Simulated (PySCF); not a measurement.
Molfile (atoms numbered from 1):
```
C6H4ClF5
     RDKit          3D

 16 15  0  0  0  0  0  0  0  0999 V2000
    2.0277   -0.3262   -0.8120 C   0  0  0  0  0  0  0  0  0  0  0  0
    1.4371    0.0037    0.3304 C   0  0  0  0  0  0  0  0  0  0  0  0
    2.2803   -0.2842    1.8202 Cl  0  0  0  0  0  0  0  0  0  0  0  0
    0.1159    0.6212    0.5074 C   0  0  0  0  0  0  0  0  0  0  0  0
   -0.2215    1.3466    1.5708 C   0  0  0  0  0  0  0  0  0  0  0  0
   -0.9308    0.3629   -0.5599 C   0  0  0  0  0  0  0  0  0  0  0  0
   -0.5190    0.6646   -1.8152 F   0  0  0  0  0  0  0  0  0  0  0  0
   -2.0373    1.1171   -0.3618 F   0  0  0  0  0  0  0  0  0  0  0  0
   -1.3983   -1.1232   -0.5472 C   0  0  0  0  0  0  0  0  0  0  0  0
   -0.4401   -1.9487   -0.9691 F   0  0  0  0  0  0  0  0  0  0  0  0
   -1.7265   -1.4911    0.6937 F   0  0  0  0  0  0  0  0  0  0  0  0
   -2.4623   -1.3155   -1.3201 F   0  0  0  0  0  0  0  0  0  0  0  0
    3.0082   -0.7678   -0.8138 H   0  0  0  0  0  0  0  0  0  0  0  0
    1.5720   -0.1597   -1.7699 H   0  0  0  0  0  0  0  0  0  0  0  0
   -1.1992    1.7820    1.6751 H   0  0  0  0  0  0  0  0  0  0  0  0
    0.4863    1.5273    2.3599 H   0  0  0  0  0  0  0  0  0  0  0  0
  1  2  2  0
  2  3  1  0
  2  4  1  0
  4  5  2  0
  4  6  1  0
  6  7  1  0
  6  8  1  0
  6  9  1  0
  9 10  1  0
  9 11  1  0
  9 12  1  0
  1 13  1  0
  1 14  1  0
  5 15  1  0
  5 16  1  0
M  END
```

Relativity neglected, fast rotation and ring inversion assumed for equivalent nuclei, one computed conformer, no solvent model. Geometry from GFN2-xTB; shielding tensors at PBE0/pcSseg-1 (GIAO); PySCF 2.14.0 with density-fitted response routines.

Predict the 2D correlation tables (HSQC, COSY, HMBC).

## Answers



HSQC (one-bond C–H):
```tsv
δH	δC
6.75 (H16)	136.6 (C5)
6.63 (H15)	136.6 (C5)
6.34 (H14)	127.9 (C1)
6.10 (H13)	127.9 (C1)
```

COSY cross peaks (H two or three bonds apart, from the bond graph; peaks can be absent where the dihedral angle is near 90°):
```tsv
δH	δH
6.75 (H16)	6.63 (H15)
6.34 (H14)	6.10 (H13)
```

HMBC (two and three bonds, from the bond graph):
```tsv
δH	δC
6.75 (H16)	144.3 (C2), 143.4 (C4), 120.8 (C6)
6.63 (H15)	144.3 (C2), 143.4 (C4), 120.8 (C6)
6.34 (H14)	144.3 (C2), 143.4 (C4)
6.10 (H13)	144.3 (C2), 143.4 (C4)
```

Referencing at the same level of theory: ¹H (σ = 31.72 ppm), ¹³C (σ = 186.93 ppm) vs TMS.

Carbons that carry Cl, above all several Cl atoms, come out too deshielded, partly because spin–orbit coupling is missing. Shifts are as computed. Against solution values, carbons near 30 ppm lie about +3 ppm off and those near 130 ppm about +5 ppm; carbons on Cl a further +6 ppm. Of 1211 compounds with measured shifts, 218 miss one by over three times the rms of a fit or turn the order of signals round; such compounds aren't used in these exercises.
